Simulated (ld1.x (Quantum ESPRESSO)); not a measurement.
# How hard is this O (Z = 8) TM potential?

O, norm-conserving Troullier–Martins (Kleinman–Bylander form), made with ld1.x (Quantum ESPRESSO) 7.5 (PBE, scalar-relativistic). Core [He], reference 2s2 2p2 (charge +2). Waves: 2p (bound): rc 1.80 bohr; 2s (bound): rc 0.55 bohr. Local part: the s channel. Core correction: none.

The pseudo-atom Hamiltonian at the reference potential is diagonalised in spherical Bessel functions j_l(qr) that vanish at 20 bohr, with q² up to the cutoff. All-electron valence levels (Ry): 2p -3.1782, 2s -4.2884.

Problem. How do the lowest levels (Ry) of each channel move with the cutoff, and are there ghosts?

Solution.

```json
{"cutoff (Ry)": "8", "p #1": "-1.9251", "s #1": "-3.9052", "s #2": "-0.9956", "d #1": "-0.5664", "d #2": "-0.2883", "f #1": "-0.2570", "f #2": "-0.1425", "Σ f·Δε (mRy)": "3264.9"}
{"cutoff (Ry)": "18", "p #1": "-2.6802", "s #1": "-3.9419", "s #2": "-1.0058", "d #1": "-0.5757", "d #2": "-0.2919", "f #1": "-0.2570", "f #2": "-0.1425", "Σ f·Δε (mRy)": "1681.1"}
{"cutoff (Ry)": "35", "p #1": "-3.1499", "s #1": "-4.0663", "s #2": "-1.0237", "d #1": "-0.5772", "d #2": "-0.2925", "f #1": "-0.2570", "f #2": "-0.1425", "Σ f·Δε (mRy)": "493.0"}
{"cutoff (Ry)": "55", "p #1": "-3.1778", "s #1": "-4.1330", "s #2": "-1.0342", "d #1": "-0.5773", "d #2": "-0.2925", "f #1": "-0.2570", "f #2": "-0.1425", "Σ f·Δε (mRy)": "304.0"}
{"cutoff (Ry)": "90", "p #1": "-3.1781", "s #1": "-4.1407", "s #2": "-1.0355", "d #1": "-0.5774", "d #2": "-0.2925", "f #1": "-0.2570", "f #2": "-0.1425", "Σ f·Δε (mRy)": "287.8"}
{"cutoff (Ry)": "140", "p #1": "-3.1782", "s #1": "-4.1982", "s #2": "-1.0455", "d #1": "-0.5775", "d #2": "-0.2926", "f #1": "-0.2570", "f #2": "-0.1425", "Σ f·Δε (mRy)": "172.7"}
{"cutoff (Ry)": "230", "p #1": "-3.1782", "s #1": "-4.2767", "s #2": "-1.0596", "d #1": "-0.5775", "d #2": "-0.2926", "f #1": "-0.2570", "f #2": "-0.1425", "Σ f·Δε (mRy)": "15.6"}
{"cutoff (Ry)": "400", "p #1": "-3.1782", "s #1": "-4.2845", "s #2": "-1.0611", "d #1": "-0.5775", "d #2": "-0.2926", "f #1": "-0.2570", "f #2": "-0.1425", "Σ f·Δε (mRy)": "0.0"}
```

Result: no extra level below or beside the all-electron valence levels (p, s, d, f tested); 10 mRy is reached at 260 Ry and 1 mRy at over 300 Ry.

Its largest configuration-test error is +1222 meV.
